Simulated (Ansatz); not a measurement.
Coupled-cluster run, `O/C=C(/O)[CH2][AlH2]`.

```yaml
crystal:
  periodic: [false, false, false]
  atoms:
    - {symbol: O, position_ang: [-1.131679, 1.629366, 0.478047]}
    - {symbol: C, position_ang: [-1.228816, 0.339456, -0.006903]}
    - {symbol: C, position_ang: [-0.210382, -0.111149, -0.817143]}
    - {symbol: O, position_ang: [-0.477498, -1.201766, -1.560416]}
    - {symbol: C, position_ang: [1.161297, 0.325084, -0.615885]}
    - {symbol: Al, position_ang: [0.661599, -0.528166, 1.166957]}
    - {symbol: H, position_ang: [-1.353815, 1.638236, 1.413358]}
    - {symbol: H, position_ang: [-2.214057, -0.111884, -0.076982]}
    - {symbol: H, position_ang: [0.351066, -1.607923, -1.834654]}
    - {symbol: H, position_ang: [1.267050, 1.395471, -0.462241]}
    - {symbol: H, position_ang: [1.886997, -0.081114, -1.314008]}
    - {symbol: H, position_ang: [0.769450, -2.110869, 1.190751]}
    - {symbol: H, position_ang: [0.539187, 0.390457, 2.453918]}
basis:
  gaussian: {orbitals: def2-TZVPP}
correlation: {method: ccsd_t}
output: {orbitals: {seedname: orbitals}}
```

```sh
$ ansatz run in.yaml --threads 4 --pin off --events-out ev --progress --plain
```

Log, shortened:

```
Functional definition: HF
1782 factors; integrals over basis functions are off by at most 1.8e-3 eV
mean field evaluation 1: about -13856.2759 eV, gradient 4.3e1 eV
mean field evaluation 2: about -13856.6392 eV, gradient 4.3e1 eV
mean field evaluation 4: about -13861.0386 eV, gradient 4.7e0 eV
mean field evaluation 8: about -13861.1110 eV, gradient 2.9e-1 eV
mean field -13861.11146449 eV, -509.3864509211 hartree, gradient 2.8e-6 eV, S^2 0.000000; 0 other end points of the search recorded, 0 dependent functions left out
10 core orbitals not correlated: weight in the atoms' cores, before any rotation towards them, 1.000 or more for the frozen orbitals, at most 0.000 for the correlated occupied ones
reference -13861.11146449 eV, -509.3864509211 hartree; 17, 17 occupied and 268, 268 virtual orbitals, 1782 factors
second order -28.90047630 eV of doubles, -0.00000000 eV of singles
cycle   1  -28.99193331 eV  change   -9.1e-2 eV  update   1.2e-1
cycle   2  -29.70514221 eV  change   -7.1e-1 eV  update   3.6e-2
cycle   3  -29.87421122 eV  change   -1.7e-1 eV  update   1.9e-2
cycle   4  -29.85860440 eV  change    1.6e-2 eV  update   4.9e-3
cycle   5  -29.85561335 eV  change    3.0e-3 eV  update   2.5e-3
cycle   6  -29.85704844 eV  change   -1.4e-3 eV  update   7.9e-4
cycle   7  -29.85655352 eV  change    4.9e-4 eV  update   3.8e-4
cycle   8  -29.85635653 eV  change    2.0e-4 eV  update   1.3e-4
cycle   9  -29.85642722 eV  change   -7.1e-5 eV  update   7.4e-5
cycle  10  -29.85643899 eV  change   -1.2e-5 eV  update   2.5e-5
perturbative correction -1.26961469 eV, -0.0466574794 hartree
Total energy: -13892.23751817 eV, -510.5303122960 hartree
```

Run time 14 min (4 threads of a server CPU on a shared host); peak host memory 3.9 GiB.

The correlation energy is -31.126 eV, 4.1 % of it from (T); the T1 diagnostic reads 0.0130.
